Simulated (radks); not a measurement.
The carbon ion C2+ inside a hard spherical wall (all orbitals vanish at R), configuration held at [He] 2s2 and not refilled when levels cross. Calculated with a radial shooting solver on a logarithmic mesh with Libxc functionals: scalar-relativistic Kohn-Sham, r2SCAN, spin-polarised, spherical densities, finite nucleus; meta-GGA in the generalised Kohn-Sham scheme; Fermi nuclear charge, rms radius 2.4702 fm. Eigenvalues in eV for spin up, with the zero of energy where the potential of the charges vanishes at infinity; a dash marks a level that is unbound or too diffuse for the functional's potential to be trusted. A positive occupied level is held by the wall or, in an anion where self-interaction has pushed it up, behind a barrier. The pressure on the wall is -dE/dV.

| R (bohr) | E (hartree) | kinetic (hartree) | e(1s) | e(2s) | e(2p, empty) | e(3s, empty) | pressure (GPa) |
|---|---|---|---|---|---|---|---|
| free | -36.50428 | 36.454 | -312.45 | -40.686 | -31.163 | - | 0 |
| 15 | -36.50428 | 36.454 | -312.45 | -40.686 | -31.163 | - | < 0.0001 |
| 12 | -36.50428 | 36.454 | -312.45 | -40.686 | -31.163 | - | < 0.0001 |
| 7 | -36.50428 | 36.454 | -312.45 | -40.686 | -31.163 | -7.937 | 0.000103 |
| 5 | -36.50398 | 36.458 | -312.43 | -40.672 | -31.141 | -5.443 | 0.0826 |
| 4 | -36.49903 | 36.507 | -312.19 | -40.497 | -30.915 | 0.689 | 2.13 |
| 3.5 | -36.48384 | 36.623 | -311.66 | -40.066 | -30.401 | 8.253 | 10.4 |
| 3 | -36.42900 | 36.954 | -310.28 | -38.774 | -28.987 | 22.888 | 50.0 |
| 2.5 | -36.24010 | 37.822 | -307.09 | -35.029 | -25.292 | 52.434 | 245 |
| 1.5 | -33.21166 | 46.456 | -285.77 | 13.417 | 12.134 | 279.13 | 9230 |
